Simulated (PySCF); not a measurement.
Species: `[H]/N=C(/C)CCS[SiH3]`. The columns A, B, C and D hold Mulliken, IAO, Hirshfeld and ESP-fitted charges (e) of one PBE0/pcSseg-1 density (PySCF), in a shuffled order. Coordinates in Å (GFN2-xTB); the density's dipole moment is (1.52, 1.46, -0.43) D.

| atom | x | y | z | A | B | C | D |
| --- | --- | --- | --- | --- | --- | --- | --- |
| C1 | -1.800 | 1.500 | 0.223 | -0.516 | -0.442 | -0.122 | -0.199 |
| C2 | -1.787 | 0.121 | -0.355 | +0.554 | +0.198 | +0.103 | -0.110 |
| N3 | -2.850 | -0.547 | -0.346 | -0.788 | -0.453 | -0.241 | -0.316 |
| C4 | -0.451 | -0.361 | -0.885 | -0.124 | -0.295 | -0.079 | -0.180 |
| C5 | 0.354 | -0.988 | 0.246 | -0.220 | -0.321 | -0.064 | -0.342 |
| S6 | 1.900 | -1.772 | -0.340 | -0.304 | -0.190 | -0.099 | -0.261 |
| Si7 | 3.053 | -0.075 | -0.958 | +0.320 | +0.536 | +0.294 | +0.438 |
| H8 | -1.090 | 1.566 | 1.046 | +0.143 | +0.148 | +0.047 | +0.123 |
| H9 | -1.508 | 2.225 | -0.534 | +0.136 | +0.151 | +0.049 | +0.128 |
| H10 | -2.795 | 1.736 | 0.586 | +0.158 | +0.168 | +0.049 | +0.135 |
| H11 | -2.785 | -1.480 | -0.750 | +0.365 | +0.239 | +0.104 | +0.153 |
| H12 | -0.609 | -1.114 | -1.662 | +0.059 | +0.151 | +0.040 | +0.142 |
| H13 | 0.107 | 0.473 | -1.315 | +0.068 | +0.138 | +0.041 | +0.147 |
| H14 | -0.209 | -1.795 | 0.717 | +0.180 | +0.165 | +0.047 | +0.169 |
| H15 | 0.618 | -0.252 | 1.005 | +0.111 | +0.146 | +0.041 | +0.165 |
| H16 | 2.853 | 0.959 | 0.052 | -0.056 | -0.120 | -0.072 | -0.071 |
| H17 | 2.580 | 0.396 | -2.258 | -0.062 | -0.125 | -0.076 | -0.065 |
| H18 | 4.409 | -0.584 | -1.012 | -0.024 | -0.095 | -0.063 | -0.057 |

Task: Which column most likely holds the ESP-fitted charges?

Result: A. Σ q r misses the density's dipole by 0.08 D (A), 0.42 D (B), 1.02 D (C), 2.05 D (D). Charges fitted to the outside potential are the only set here that is tied to the molecule's multipoles.

Task: And the Hirshfeld charges?

Result: C. The mean sizes are 0.091 e (C), 0.178 e (D), 0.227 e (B), 0.233 e (A), and Hirshfeld charges are commonly the smallest of these schemes.

As computed, A = ESP-fitted, B = IAO, C = Hirshfeld, D = Mulliken. Hydrogens on carbon: ESP-fitted +0.06 to +0.18, IAO +0.14 to +0.17, Hirshfeld +0.04 to +0.05, Mulliken +0.12 to +0.17 e.

The IAO scheme projects the occupied orbitals on a minimal set of polarised atomic orbitals and counts the electrons in each atom's part of it. The Hirshfeld scheme divides the density at each point in proportion to the densities of the neutral, spherically averaged free atoms.

One conformer (not necessarily the lowest) at the GFN2-xTB geometry, without solvent, vibrations or thermal averaging.

Conformer computed: `[H]/[N:3]=[C:2](/[CH3:1])[CH2:4][CH2:5][S:6][SiH3:7]`: C1–C2–C4–C5 87°, C2–C4–C5–S6 173°, C4–C5–S6–Si7 68°.
